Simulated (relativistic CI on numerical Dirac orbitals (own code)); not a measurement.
## Dy⁴⁶⁺: sensitivity of the levels to the model

Base calculation: Dirac-Coulomb-Breit CI, orbitals from a KLI potential per configuration, a model potential for QED, unscaled Slater integrals.

CI space (outside the closed core [Ne]): 3s²3p⁶3d², 3s²3p⁵3d³, 3s3p⁶3d³, 3s²3p⁶3d4s, 3s²3p⁶3d4p, 3s²3p⁶3d4d, 3s²3p⁵3d²4s, 3s²3p⁶3d4f, 3s²3p⁵3d²4p, 3s²3p⁵3d²4d, 3s3p⁶3d²4s, 3p⁶3d³4p, 3s3p⁶3d²4p, 3s²3p⁶4s², 3s²3p⁶4s4p, 3s²3p⁶3d5s, 3s²3p⁶3d5d, 3s²3p⁶3d5g, 3p⁶3d⁴, 3p⁵3d⁵, 3p⁵3d⁴4s, 3p⁶3d³4s, 3p⁵3d³4s², 3s²3p⁶4p², 3s²3p⁵4s4p², 3s²3p⁶4s4d, 3s²3p⁵4s²4d, 3s3p⁶3d4s², 3s3p⁶4s²4p, 3s3p⁶4s²4d. Double excitations out of closed p, d and f shells are left out; levels of such configurations are missing from the list, as are those of other unlisted configurations, and high levels can miss mixing partners. These lack a partner that the ground configuration has and come out too high: 3s²3p⁵3d²4p, 3s²3p⁵3d²4d.

Variants: (1) P86 correlation estimate; (2) Breit term removed; (3) one mean potential for all configurations. Shifts of the energy above 3s²3p⁶3d² ³F2, in cm⁻¹, for the lowest level and the first level of each name with at least 55 % of one term (blank where a level changes its place among those of its configuration and J or its character, or is not in the variant):

```csv
Level,Base,Δ(1),Δ(2),Δ(3)
3s²3p⁶3d² ³F2,0,0,0,0
3s²3p⁶3d² ³P0,161367,+3,-4231,+3
3s²3p⁶3d² ³F3,329807,0,+10176,+60
3s²3p⁶3d² ¹G4,425469,0,+14867,+64
3s²3p⁶3d² ³P1,437139,+3,+4876,+54
3s²3p⁶3d² ³F4,721815,0,+21007,+118
3s²3p⁶3d² ¹S0,958187,+2,+11019,+121
3s²3p⁵3d³ ⁵D°0,1936060,+3257,+3131,-567
3s²3p⁵3d³ ³P°1,2618527,+3257,+24615,-596
3s²3p⁵3d³ ³I°7,2620724,+3257,+42659,-597
```

At this charge energies of transitions that change n are usually good to better than 1 %, and those within a shell (Δn = 0) to a few per cent.

Ionisation energy from the two ground configurations alone: base 3852.11 eV; P86 correlation estimate 3853.95 eV; Breit term removed 3854.81 eV. The NIST ASD value (theoretical) is 3852 eV.

LS names give the leading component of a level, which can be under half, so a name can repeat, a term be missing and a line seem to break the LS rules.
